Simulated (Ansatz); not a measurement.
Ansatz (a first-principles code) input:

Ansatz 0.2 input:
```yaml
crystal:
  periodic: [false, false, false]
  atoms:
    - {symbol: Ga, position_ang: [0.69600210, 0.33511420, 0.24098457]}
    - {symbol: Br, position_ang: [-0.59278037, 1.38253484, -1.41382864]}
    - {symbol: Br, position_ang: [-0.02367863, -1.67935028, 1.20038516]}
basis:
  gaussian:
    orbitals: def2-TZVPD
hamiltonian:
  xc: {name: r2SCAN0}
magnetization: {spin_polarized: true, initial_magnetization: 1}
output: {forces: true}
```

Question: What final total energy does it print?

Answer: -7073.18877 Eh (r2SCAN0/def2-TZVPD). The basis has 168 functions.

It need not be the lowest isomer of its formula.
